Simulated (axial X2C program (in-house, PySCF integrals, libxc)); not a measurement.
## Correcting the dissociation energy of SnO⁺ for spin–orbit coupling

A spin-free PBE0 curve (one-electron X2C) was computed with an axial X2C code built on PySCF integrals, basis Sn dyall-cv3z [11s12p9d4f1g], O dyall-av3z [7s6p3d2f] (cores contracted in-house), for the state M_S = 1/2, Λ = 1 (beyond evenly filled blocks: π+α, π+β, π-α). It gives D0 = 3.056 eV to Sn+ + O, which in a spin-free picture are the weighted means of the ground terms.

Measured levels of the ground terms (NIST Handbook of Basic Atomic Spectroscopic Data), in cm⁻¹: Sn+ 2P: J = 1/2 at 0, J = 3/2 at 4251.5; O 3P: J = 2 at 0, J = 1 at 158.3, J = 0 at 227.

The two components of the molecular doublet are 459 cm⁻¹ apart in the PBE0 2c search (Ω = 3/2 lower), so the lower one lies 230 cm⁻¹ under their mean.

(1) How far does each ground level lie under the (2J+1)-weighted mean of its term?

(2) Correct D0.

Second-order spin–orbit effects in the molecule, which grow quickly with Z, are left out. One determinant describes the state; a PBE0 search over occupations chose it and may have missed a lower one. Dissociation energies refer to the lowest single-determinant-based atoms at the same level and basis. PBE0 can misorder states that lie within some tenths of an eV, so this need not be the ground state of the molecule. The nearest other spin-free determinant of the search, M_S = 1/2, Λ = 0, lies 0.38 eV up at the distance of the search. The functionals have no current-density term, which raises determinants with orbital currents, atoms included.

Answers

(1) Sn+: (2 × 0 + 4 × 4251.5)/6 = 2834 cm⁻¹; O: (5 × 0 + 3 × 158.3 + 1 × 227)/9 = 78 cm⁻¹.

(2) D0 = 3.056 + (230 − 2912)/8065.5 = 2.723 eV at PBE0 with these spin–orbit terms.
